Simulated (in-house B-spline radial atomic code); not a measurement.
The outermost shell (largest non-relativistic mean radius) with and without relativity; Dirac values are averaged over j. Computed with an all-electron radial atomic-structure program (B-spline basis): non-relativistic Hartree-Fock and Dirac-Hartree-Fock, averages of the configuration (point nuclei without relativity, finite nuclei with it).

```json
{"ion": "C5+", "configuration": "1s1", "outermost shell": "1s", "radius non-relativistic (bohr)": "0.25", "radius Dirac (bohr)": "0.24984", "radius change (%)": "-0.063922", "level non-relativistic (eV)": "-489.805", "level Dirac (eV)": "-490.04"}
{"ion": "N5+", "configuration": "1s2", "outermost shell": "1s", "radius non-relativistic (bohr)": "0.22647", "radius Dirac (bohr)": "0.22629", "radius change (%)": "-0.080783", "level non-relativistic (eV)": "-552.169", "level Dirac (eV)": "-552.5"}
{"ion": "O5+", "configuration": "[He] 2s1", "outermost shell": "2s", "radius non-relativistic (bohr)": "0.89424", "radius Dirac (bohr)": "0.89334", "radius change (%)": "-0.10092", "level non-relativistic (eV)": "-137.883", "level Dirac (eV)": "-138.01"}
```
